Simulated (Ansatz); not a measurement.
Geometry optimisation of Li9F9 (started as a model of: (LiF)9 cage of four- and six-membered rings).

```yaml
crystal:
  periodic: [false, false, false]
  atoms:
    - {symbol: Li, position_ang: [0.004630, 2.425840, 0.182440]}
    - {symbol: F, position_ang: [-1.589160, 1.777330, -0.225950]}
    - {symbol: Li, position_ang: [-1.457460, 0.980820, 1.369150]}
    - {symbol: F, position_ang: [-0.001370, 1.818110, 1.888880]}
    - {symbol: Li, position_ang: [1.456990, 0.981160, 1.376830]}
    - {symbol: F, position_ang: [1.599070, 1.772750, -0.219130]}
    - {symbol: Li, position_ang: [1.457780, 0.696200, -1.534570]}
    - {symbol: F, position_ang: [0.004880, 0.723370, -2.523210]}
    - {symbol: Li, position_ang: [-1.451660, 0.701050, -1.540830]}
    - {symbol: F, position_ang: [-1.596360, -1.075570, -1.423650]}
    - {symbol: Li, position_ang: [-0.002170, -1.057700, -2.191430]}
    - {symbol: F, position_ang: [1.593460, -1.082910, -1.427430]}
    - {symbol: Li, position_ang: [-1.461610, -1.681180, 0.165270]}
    - {symbol: F, position_ang: [-1.598250, -0.694360, 1.648650]}
    - {symbol: F, position_ang: [1.595040, -0.695210, 1.648510]}
    - {symbol: Li, position_ang: [1.451640, -1.678420, 0.162810]}
    - {symbol: F, position_ang: [-0.003220, -2.544370, 0.633090]}
    - {symbol: Li, position_ang: [-0.002230, -1.366920, 2.010580]}
basis:
  gaussian: {orbitals: def2-SVP}
hamiltonian: {xc: pbe, dispersion: d4}
scf: {lower_state_search: "off"}
output: {orbitals: {seedname: orbitals}}
relax: {f_tol: 0.03, max_steps: 70}
```

```sh
$ ansatz run in.yaml --threads 4 --pin off --events-out ev --progress --plain --max-ram 6963MiB
```

It prints (some lines left out):

```
Functional definition: PBE
mean field -26279.38181714 eV, -965.7494689752 hartree, gradient 8.7e-6 eV, S^2 0.000000; 0 other end points of the search recorded, 0 dependent functions left out
relax step   1: F+E_penalty+E_count = -26279.71378934 eV  Δ(F+E_penalty+E_count) = +0.000e0 eV  max|allowed force component| = 5.216e-1 eV/Å  Δτ_max = 0.0000 Å  (15 SCF iters, accepted)
mean field -26279.61736888 eV, -965.7581253421 hartree, gradient 1.4e-6 eV, S^2 0.000000; 0 other end points of the search recorded, 0 dependent functions left out
relax step   2: F+E_penalty+E_count = -26279.94515293 eV  Δ(F+E_penalty+E_count) = -2.314e-1 eV  max|allowed force component| = 2.511e-1 eV/Å  Δτ_max = 0.0659 Å  (17 SCF iters, accepted)
mean field -26279.73254019 eV, -965.7623578095 hartree, gradient 1.2e-6 eV, S^2 0.000000; 0 other end points of the search recorded, 0 dependent functions left out
relax step   3: F+E_penalty+E_count = -26280.04851210 eV  Δ(F+E_penalty+E_count) = -1.034e-1 eV  max|allowed force component| = 6.159e-2 eV/Å  Δτ_max = 0.0752 Å  (17 SCF iters, accepted)
mean field -26279.73306507 eV, -965.7623770986 hartree, gradient 2.1e-6 eV, S^2 0.000000; 0 other end points of the search recorded, 0 dependent functions left out
relax step   4: F+E_penalty+E_count = -26280.05031773 eV  Δ(F+E_penalty+E_count) = -1.806e-3 eV  max|allowed force component| = 9.087e-3 eV/Å  Δτ_max = 0.0172 Å  (17 SCF iters, accepted)
Total energy: -26280.05044122 eV, -965.7740404567 hartree
Atom 0 at     0.003304     2.476306     0.208784 Å, force     0.000068    -0.004170    -0.005295 eV/Å
Atom 1 at    -1.613439     1.801427    -0.223851 Å, force     0.008971     0.004979     0.004204 eV/Å
Atom 2 at    -1.535672     1.053605     1.452502 Å, force    -0.002156     0.001961    -0.003090 eV/Å
Atom 3 at     0.001089     1.876432     1.926722 Å, force     0.000002     0.001056     0.004689 eV/Å
Atom 4 at     1.536311     1.049303     1.454981 Å, force     0.002137     0.001791    -0.003045 eV/Å
Atom 5 at     1.618854     1.796871    -0.221238 Å, force    -0.009059     0.005200     0.004091 eV/Å
Atom 6 at     1.538168     0.731198    -1.636648 Å, force     0.002197    -0.003408     0.000045 eV/Å
Atom 7 at     0.003118     0.729850    -2.588933 Å, force    -0.000088     0.003380    -0.003206 eV/Å
Atom 8 at    -1.533458     0.735468    -1.639093 Å, force    -0.002103    -0.003264    -0.000067 eV/Å
Atom 9 at    -1.616870    -1.089788    -1.448167 Å, force     0.008918     0.000949    -0.006296 eV/Å
Atom 10 at     0.000338    -1.057787    -2.248490 Å, force     0.000166    -0.002617     0.006272 eV/Å
Atom 11 at     1.616190    -1.094285    -1.445541 Å, force    -0.009087     0.000944    -0.006518 eV/Å
Atom 12 at    -1.538824    -1.782477     0.182678 Å, force    -0.002114     0.001614     0.003068 eV/Å
Atom 13 at    -1.619034    -0.704826     1.668268 Å, force     0.008729    -0.006340     0.002202 eV/Å
Atom 14 at     1.614328    -0.709367     1.670896 Å, force    -0.008816    -0.006446     0.002160 eV/Å
Atom 15 at     1.533455    -1.786819     0.185142 Å, force     0.002300     0.001833     0.003189 eV/Å
Atom 16 at    -0.004207    -2.606479     0.661780 Å, force    -0.000109    -0.004363    -0.001546 eV/Å
Atom 17 at    -0.003652    -1.418642     2.040218 Å, force     0.000042     0.006901    -0.000856 eV/Å
Dipole moment:    -0.000042     0.000201     0.000127 e Å
Checks for a lower state left out: stability, starts, cluster_reference, orbital_swaps, neighbouring_geometries, increment
```

It took 17 s on 4 threads of Arm Neoverse V1 on a shared host.
